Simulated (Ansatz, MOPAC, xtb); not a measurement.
Diatomic CH-, multiplicity 3 (lowest of 2S+1 = 1, 3, 5 at CCSD(T)/def2-TZVPP on PBE0 minima; our sources give no spin for the ground state, which may be another).

Seven points along R, fitted to fifth degree in 1/R; most abundant isotopes. Runs in def2 and cc sets follow the lowest solution found near the PBE0 minimum.

Frozen-core correlation. CBS: X⁻³ extrapolation of the correlation energy, Hartree–Fock from the larger set. The state that AM1, PM3 reach isn't checked.

The values were computed with Ansatz (Gaussian orbitals); MOPAC for AM1, PM3 (differences of heats of formation); xtb for the GFN methods.  The GFN methods have no spin term and hold the electronic entropy of 300 K.

| level | r_e (Å) | ω_e (cm⁻¹) | ω_e x_e (cm⁻¹) |
|---|---|---|---|
| AM1 | 1.117 | ___ | 55 |
| PM3 | 1.099 | 2869 | 100 |
| GFN1-xTB | 1.097 | 2925 | 55 |
| PBE/def2-TZVPP | 1.155 | 2500 | 73 |
| r2SCAN/def2-TZVPP | 1.146 | 2543 | 76 |
| wB97X-V/def2-TZVPP | 1.144 | 2600 | 73 |
| CCSD/def2-TZVPP | 1.141 | 2592 | 78 |
| CCSD(T)/CBS(aug-cc-pVQZ, aug-cc-pV5Z) | ___ | ___ | 78 |

Question: What belongs in the gaps?

Answer: 
- CCSD(T)/CBS(aug-cc-pVQZ, aug-cc-pV5Z), r_e (Å): 1.136
- CCSD(T)/CBS(aug-cc-pVQZ, aug-cc-pV5Z), ω_e (cm⁻¹): 2634
- AM1, ω_e (cm⁻¹): 2836

Ansatz is a quantum-chemistry and plane-wave program.
